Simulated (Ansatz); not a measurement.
# Abstraction of H: GaH2(NH2) + Si(OH)2(SiH3) → GaH(NH2) + SiH(OH)2(SiH3)

Species: GaH2(NH2), singlet; Si(OH)2(SiH3), doublet; GaH(NH2), doublet; SiH(OH)2(SiH3), singlet. A radical takes H: the energy is the difference in strength between the Ga–H bond broken and the Si–H bond made.

Shapes, held fixed at every level: PBE0-D4/def2-TZVP. Flexible molecules stand in one conformer, not always the lowest. Programs: Ansatz 0.2.0. The zero-point and thermal change to 298 K, harmonic and unscaled (PBE0-D4/def2-TZVP), is +2.1 kJ/mol.

(1) Estimate ΔH(298 K) of this reaction.

Answers

(1) The highest level, CCSD(T)/def2-TZVPP, gives ΔH(298 K) = -35.7 kJ/mol; the levels span -39.3 to -28.8. The column of differences is taken from that level and isn't an error. No measured value is set beside it here. Open shells run unrestricted. Relativity is left out for Ga. Outer-core shells of Ga are correlated, in sets that cover them unevenly. Times are processor times on shared x86 and Arm servers, and rough.

```csv
level,kind,ΔH(298 K) (kJ/mol),less CCSD(T)/def2-TZVPP,CPU time (sum over the molecules)
MP2/def2-TZVPP,perturbation theory,-38.3,-2.6,–
r2SCAN-D4/def2-TZVPP,meta-GGA,-28.8,+6.9,37 s
B3LYP-D4/def2-TZVPP,global hybrid,-32.2,+3.5,33 s
BHLYP-D4/def2-TZVPP,global hybrid,-37.6,-1.9,26 s
r2SCAN0-D4/def2-TZVPP,global hybrid,-32.5,+3.2,41 s
B2PLYP/def2-TZVPP,double hybrid,-35.0,+0.7,42 s
CCSD(T)/def2-SVP,coupled cluster or CI,-39.3,-3.6,30 s
CCSD(T)/def2-TZVPP,coupled cluster or CI,-35.7,0.0,7.3 min
```
